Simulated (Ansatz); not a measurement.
Method: PBE0-D3(BJ)/def2-TZVP run with Ansatz (a program for electronic structure). No frequencies were computed at this level.

Ansatz 0.2 input:
```yaml
crystal:
  periodic: [false, false, false]
  atoms:
    - { symbol: O, position_ang: [2.470818, -1.910759, 0.330215] }
    - { symbol: C, position_ang: [1.567868, -1.176705, 0.241643] }
    - { symbol: C, position_ang: [0.572701, -0.362227, 0.146794] }
    - { symbol: C, position_ang: [0.103017, 0.850851, 0.819277] }
    - { symbol: C, position_ang: [-0.986487, 0.974228, 0.050791] }
    - { symbol: C, position_ang: [-0.664255, -0.258481, -0.757417] }
    - { symbol: H, position_ang: [0.532925, 1.396625, 1.637112] }
    - { symbol: H, position_ang: [-1.801739, 1.666803, -0.004622] }
    - { symbol: H, position_ang: [-0.434336, -0.091268, -1.808238] }
    - { symbol: H, position_ang: [-1.360512, -1.089068, -0.655557] }
basis:
  gaussian: { orbitals: def2-tzvp }
hamiltonian:
  xc: pbe0
  dispersion: d3bj
relax:
  max_steps: 150
```

Output:

```
Functional definition: PBE0
1227 factors; their error is unknown
mean field evaluation 1: about -7279.7839 eV, gradient 6.3e1 eV
mean field evaluation 2: about -7269.5334 eV, gradient 9.0e1 eV
mean field evaluation 4: about -7288.4605 eV, gradient 9.1e0 eV
mean field evaluation 8: about -7288.6055 eV, gradient 5.3e-2 eV
mean field evaluation 16: about -7288.6090 eV, gradient 2.7e-4 eV
mean field -7288.60904452 eV, -267.8514419896 hartree, gradient 1.2e-5 eV, S^2 0.000000; 0 other end points of the search recorded, 0 dependent functions left out
reference -7288.60907260 eV, -267.8514430215 hartree; 21, 21 occupied and 189, 189 virtual orbitals, 1227 factors
relax step   1: F+E_penalty+E_count = -7288.78749592 eV  Δ(F+E_penalty+E_count) = +0.000e0 eV  max|allowed force component| = 1.097e0 eV/Å  Δτ_max = 0.0000 Å  (32 SCF iters, accepted)
these checks for a lower state are left out or cut short: starts, cluster_reference, orbital_swaps, neighbouring_geometries, increment
1227 factors; their error is unknown
mean field -7288.62334496 eV, -267.8519675209 hartree, gradient 9.6e-6 eV, S^2 0.000000; 0 other end points of the search recorded, 0 dependent functions left out
reference -7288.62337309 eV, -267.8519685547 hartree; 21, 21 occupied and 189, 189 virtual orbitals, 1227 factors
relax step   2: F+E_penalty+E_count = -7288.80152010 eV  Δ(F+E_penalty+E_count) = -1.402e-2 eV  max|allowed force component| = 2.944e-1 eV/Å  Δτ_max = 0.0135 Å  (36 SCF iters, accepted)
these checks for a lower state are left out or cut short: starts, cluster_reference, orbital_swaps, neighbouring_geometries, increment
1227 factors; their error is unknown
mean field evaluation 32: about -7288.6254 eV, gradient 9.4e-6 eV
mean field -7288.62544898 eV, -267.8520448421 hartree, gradient 9.6e-6 eV, S^2 0.000000; 0 other end points of the search recorded, 0 dependent functions left out
reference -7288.62547712 eV, -267.8520458764 hartree; 21, 21 occupied and 189, 189 virtual orbitals, 1227 factors
relax step   3: F+E_penalty+E_count = -7288.80346759 eV  Δ(F+E_penalty+E_count) = -1.947e-3 eV  max|allowed force component| = 3.728e-2 eV/Å  Δτ_max = 0.0089 Å  (36 SCF iters, accepted)
these checks for a lower state are left out or cut short: starts, cluster_reference, orbital_swaps, neighbouring_geometries, increment
1227 factors; their error is unknown
mean field -7288.62562571 eV, -267.8520513371 hartree, gradient 9.5e-6 eV, S^2 0.000000; 0 other end points of the search recorded, 0 dependent functions left out
reference -7288.62565386 eV, -267.8520523713 hartree; 21, 21 occupied and 189, 189 virtual orbitals, 1227 factors
relax step   4: F+E_penalty+E_count = -7288.80362671 eV  Δ(F+E_penalty+E_count) = -1.591e-4 eV  max|allowed force component| = 3.878e-2 eV/Å  Δτ_max = 0.0060 Å  (37 SCF iters, accepted)
these checks for a lower state are left out or cut short: starts, cluster_reference, orbital_swaps, neighbouring_geometries, increment
1227 factors; their error is unknown
mean field -7288.62576731 eV, -267.8520565405 hartree, gradient 9.5e-6 eV, S^2 0.000000; 0 other end points of the search recorded, 0 dependent functions left out
reference -7288.62579545 eV, -267.8520575748 hartree; 21, 21 occupied and 189, 189 virtual orbitals, 1227 factors
relax step   5: F+E_penalty+E_count = -7288.80376624 eV  Δ(F+E_penalty+E_count) = -1.395e-4 eV  max|allowed force component| = 3.584e-2 eV/Å  Δτ_max = 0.0057 Å  (36 SCF iters, accepted)
these checks for a lower state are left out or cut short: starts, cluster_reference, orbital_swaps, neighbouring_geometries, increment
1227 factors; their error is unknown
mean field -7288.62579824 eV, -267.8520576775 hartree, gradient 9.5e-6 eV, S^2 0.000000; 0 other end points of the search recorded, 0 dependent functions left out
reference -7288.62582639 eV, -267.8520587117 hartree; 21, 21 occupied and 189, 189 virtual orbitals, 1227 factors
relax step   6: F+E_penalty+E_count = -7288.80381012 eV  Δ(F+E_penalty+E_count) = -4.387e-5 eV  max|allowed force component| = 1.319e-2 eV/Å  Δτ_max = 0.0020 Å  (37 SCF iters, accepted)
these checks for a lower state are left out or cut short: starts, cluster_reference, orbital_swaps, neighbouring_geometries, increment
1227 factors; their error is unknown
mean field -7288.62582169 eV, -267.8520585389 hartree, gradient 9.6e-6 eV, S^2 0.000000; 0 other end points of the search recorded, 0 dependent functions left out
reference -7288.62584983 eV, -267.8520595733 hartree; 21, 21 occupied and 189, 189 virtual orbitals, 1227 factors
relax step   7: F+E_penalty+E_count = -7288.80385000 eV  Δ(F+E_penalty+E_count) = -3.988e-5 eV  max|allowed force component| = 1.109e-2 eV/Å  Δτ_max = 0.0047 Å  (36 SCF iters, accepted)
these checks for a lower state are left out or cut short: starts, cluster_reference, orbital_swaps, neighbouring_geometries, increment
1227 factors; their error is unknown
mean field evaluation 64: about -7288.6254 eV, gradient 5.7e-1 eV
mean field -7288.62582620 eV, -267.8520587047 hartree, gradient 9.6e-6 eV, S^2 0.000000; 0 other end points of the search recorded, 0 dependent functions left out
reference -7288.62585434 eV, -267.8520597391 hartree; 21, 21 occupied and 189, 189 virtual orbitals, 1227 factors
relax step   8: F+E_penalty+E_count = -7288.80385514 eV  Δ(F+E_penalty+E_count) = -5.137e-6 eV  max|allowed force component| = 4.026e-3 eV/Å  Δτ_max = 0.0016 Å  (37 SCF iters, accepted)
1227 factors; their error is unknown
mean field -7288.62582620 eV, -267.8520587047 hartree, gradient 9.6e-6 eV, S^2 0.000000; 1 other end points of the search recorded, 0 dependent functions left out
reference -7288.62585434 eV, -267.8520597391 hartree; 21, 21 occupied and 189, 189 virtual orbitals, 1227 factors
Total energy: -7288.80388329 eV, -267.8586021820 hartree
Atom 0 at     2.465124    -1.926845     0.312564 Å, force    -0.001042     0.001218     0.000131 eV/Å
Atom 1 at     1.576305    -1.182291     0.242912 Å, force     0.003205    -0.004026    -0.000940 eV/Å
Atom 2 at     0.571924    -0.354414     0.152472 Å, force    -0.002642     0.003150     0.001407 eV/Å
Atom 3 at     0.105058     0.856299     0.825612 Å, force    -0.000087     0.000098    -0.000087 eV/Å
Atom 4 at    -0.985934     0.972510     0.049880 Å, force     0.000106    -0.000534    -0.000277 eV/Å
Atom 5 at    -0.661318    -0.265848    -0.761425 Å, force     0.000994    -0.001122    -0.000941 eV/Å
Atom 6 at     0.519386     1.422864     1.648912 Å, force     0.000707     0.000291     0.000723 eV/Å
Atom 7 at    -1.803342     1.676604     0.002788 Å, force    -0.001083     0.001004     0.000108 eV/Å
Atom 8 at    -0.428763    -0.098462    -1.815480 Å, force     0.000032     0.000144    -0.000453 eV/Å
Atom 9 at    -1.358440    -1.100418    -0.658237 Å, force    -0.000191    -0.000222     0.000330 eV/Å
Dipole moment:    -0.298491     0.214441    -0.054147 e Å
```

Cost: about 60 core-seconds (a rough figure).
